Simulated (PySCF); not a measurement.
PySCF input for C₃H₅BFNO, SMILES CN1C=C(F)B1O, PBE/pcSseg-1. Geometry: B3LYP-D3(BJ)/def2-SVP. The structure was generated by enumeration, and PubChem lists no compound with its InChIKey, so it may never have been made. One conformer was computed; it need not be the lowest.

```python
import numpy as np
from pyscf import gto, scf, dft
from pyscf.prop.nmr import rks as nmr

mol = gto.M(
    atom='''
    C    -2.27302502    0.19815342   -0.11570993
    N    -0.91927751    0.02091303   -0.60898400
    C    -0.20339002   -1.21248063   -0.26616028
    C     0.92074078   -0.67271697    0.24635188
    F     2.08615464   -1.22440891    0.56945135
    B     0.25901498    0.72701712   -0.05330854
    O     0.54408005    2.02486763    0.11615956
    H    -2.37813212    0.01608108    0.97556518
    H    -2.97067263   -0.48015693   -0.63545074
    H    -2.61280426    1.22616465   -0.32216834
    H    -0.55547756   -2.22164345   -0.50532046
    H    -0.13703249    2.62108215   -0.22442362
    ''',
    basis='pcSseg-1',
    charge=0,
    spin=0,
    max_memory=1600,
    verbose=3,
)
mf = dft.RKS(mol, xc='pbe')
mf.grids.level = 3
mf.conv_tol = 1e-10
mf.max_cycle = 100
mf.kernel()
n = nmr.NMR(mf)
n.verbose = 2
n.max_cycle_cphf = 60
sigma = n.kernel()
print('atom   isotropic/ppm   span/ppm')
for i, s in enumerate(sigma):
    w = np.linalg.eigvalsh((s + s.T) / 2)
    print(f'{mol.atom_symbol(i):2s}{i + 1:3d} {w.mean():14.3f} {w[2] - w[0]:11.3f}')
```

Program output:

```
converged SCF energy = -371.538648992906
atom   isotropic/ppm   span/ppm
C   1        142.125      68.671
N   2        189.814      70.408
C   3         25.927     179.904
C   4         24.186     136.699
F   5        287.240     206.727
B   6         60.091      34.700
O   7        189.286     211.924
H   8         29.049       8.778
H   9         28.670       9.533
H  10         28.833       9.021
H  11         24.455       4.062
H  12         26.564      12.536
```

Self-consistency was reached.
